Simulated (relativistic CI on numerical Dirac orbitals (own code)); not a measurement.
Forbidden transitions in Tl61+

These numbers are calculated, not measured: Dirac-Coulomb-Breit CI, KLI orbitals optimised for each configuration, a model potential for QED, unscaled Slater integrals (own radial code, finite nucleus).

Configurations in the expansion (outside the closed core [Ne]): 3s²3p⁶3d², 3s²3p⁵3d³, 3s3p⁶3d³, 3s²3p⁶3d4s, 3s²3p⁶3d4p, 3s²3p⁶3d4d, 3s²3p⁵3d²4s, 3s²3p⁶3d4f, 3s²3p⁵3d²4p, 3s²3p⁵3d²4d, 3p⁶3d⁴, 3p⁵3d⁵, 3p⁵3d⁴4s, 3p⁶3d³4s, 3p⁵3d³4s². Double excitations out of closed p, d and f shells are left out; levels of such configurations are missing from the list, as are those of other unlisted configurations, and high levels can miss mixing partners. These lack a partner that the ground configuration has and come out too high: 3s²3p⁵3d²4p, 3s²3p⁵3d²4d.

```
λ vac (nm)                Lower                 Upper  Type   A (s⁻¹)        gf  Branching (%)
   0.99908   3s3p⁶3d³ ³D2 [111]      3p⁶3d⁴ ³F3 [162]    E2  9.14e+08  9.58e-05            n/a
    1.0019   3s3p⁶3d³ ⁵F2 [122]      3p⁶3d⁴ ⁵D2 [163]    E2  1.42e+09  1.06e-04            n/a
    1.0063   3s3p⁶3d³ ³D2 [111]      3p⁶3d⁴ ³F4 [160]    E2  1.36e+09  1.86e-04            n/a
    1.0090   3s3p⁶3d³ ⁵F1 [106]      3p⁶3d⁴ ⁵D1 [159]    E2  1.68e+09  7.68e-05            n/a
    1.0186   3s3p⁶3d³ ³F2 [127]      3p⁶3d⁴ ³H4 [165]    E2  1.13e+09  1.59e-04            n/a
    1.1023   3s3p⁶3d³ ⁵F3 [120]      3p⁶3d⁴ ⁵D1 [159]    E2  1.49e+09  8.16e-05            n/a
    1.1044   3s3p⁶3d³ ⁵F5 [135]      3p⁶3d⁴ ³H4 [165]    E2  7.96e+08  1.31e-04            n/a
    1.1055   3s3p⁶3d³ ³G5 [126]      3p⁶3d⁴ ³F4 [160]    E2  1.11e+09  1.82e-04            n/a
    1.1118   3s3p⁶3d³ ³D2 [111]      3p⁶3d⁴ ³P0 [158]    E2  3.91e+09  7.25e-05            n/a
    1.1168   3s3p⁶3d³ ³H4 [129]      3p⁶3d⁴ ³F4 [160]    E2  8.48e+08  1.43e-04            n/a
    2.3182  3s²3p⁵3d³ ³H°6 [70]  3s²3p⁵3d³ ³G°5 [117]    M1  7.86e+08  6.97e-04            5.5
    2.3197  3s²3p⁵3d³ ³D°3 [73]  3s²3p⁵3d³ ³F°2 [119]    M1  5.83e+08  2.35e-04           10.3
    2.3328  3s²3p⁵3d³ ³I°7 [40]  3s²3p⁵3d³ ³I°6 [103]    M1  7.56e+08  8.02e-04           56.3
    2.3473  3s²3p⁵3d³ ⁵G°6 [39]   3s²3p⁵3d³ ³G°5 [98]    M1  6.05e+08  5.50e-04           11.7
    2.3725  3s²3p⁵3d³ ³G°5 [71]  3s²3p⁵3d³ ³G°5 [117]    M1  3.94e+08  3.66e-04            2.8
    2.3870  3s²3p⁵3d³ ³G°5 [42]   3s²3p⁵3d³ ³G°5 [98]    M1  1.64e+08  1.54e-04            3.2
    2.3975  3s²3p⁵3d³ ³H°6 [48]  3s²3p⁵3d³ ³I°6 [103]    M1  3.87e+08  4.33e-04           28.8
    2.4017  3s²3p⁵3d³ ³D°2 [74]  3s²3p⁵3d³ ³F°2 [119]    M1  2.85e+08  1.23e-04            5.0
    2.5365  3s²3p⁵3d³ ¹H°5 [58]  3s²3p⁵3d³ ³I°6 [103]    M1  1.21e+08  1.52e-04            9.0
    2.5963  3s²3p⁵3d³ ¹H°5 [58]   3s²3p⁵3d³ ³G°5 [98]    M1  1.59e+08  1.77e-04            3.1
```

Terms are leading LS components. Brackets give the number of a level in order of energy, since labels repeat. The list gives strong lines, with weight on those to low levels, among the lowest 200 of 1699 levels, so that lines to higher ones, which can be the strongest, are missing. Levels whose partners in the same complex of configurations lie outside the list can be far off, and so can their lines. Rates are taken at the computed energies, electric ones in the length gauge.

At this charge energies of transitions that change n are usually good to better than 1 %, and those within a shell (Δn = 0) to a few per cent.

LS names give the leading component of a level, which can be under half, so a name can repeat, a term be missing and a line seem to break the LS rules.
